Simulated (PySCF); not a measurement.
Be(OH)2 (BeH2O2), SMILES [Be]([OH])[OH].

Geometry optimised at B3LYP-D3(BJ)/def2-TZVP. One conformer was computed; it need not be the lowest.

These are B3LYP-D3(BJ)/def2-TZVP in PySCF values and carry that method's errors.

Frequencies are harmonic and unscaled.

Computed normal modes with their intensities:
| mode | ν (cm⁻¹) | IR (km/mol) | Raman (Å⁴/amu) | depolarisation | moving atoms (share of kinetic energy) |
|---|---|---|---|---|---|
| 1 | 204 | 140.6 | 0.3 | 0.68 | H 92 %, O 8 % |
| 2 | 300 | 77.1 | 0.0 | – | Be 61 %, H 27 %, O 12 % |
| 3 | 308 | 37.8 | 0.5 | 0.58 | Be 63 %, H 22 %, O 15 % |
| 4 | 569 | 343.3 | 0.2 | 0.75 | H 65 %, Be 18 %, O 17 % |
| 5 | 571 | 87.3 | 4.2 | 0.36 | H 65 %, O 20 %, Be 16 % |
| 6 | 737 | 1.2 | 6.8 | 0.12 | O 89 %, H 11 % |
| 7 | 1527 | 397.2 | 0.3 | 0.75 | Be 79 %, O 19 % |
| 8 | 3952 | 177.8 | 26.5 | 0.75 | H 94 % |
| 9 | 3954 | 23.7 | 126.9 | 0.15 | H 94 % |
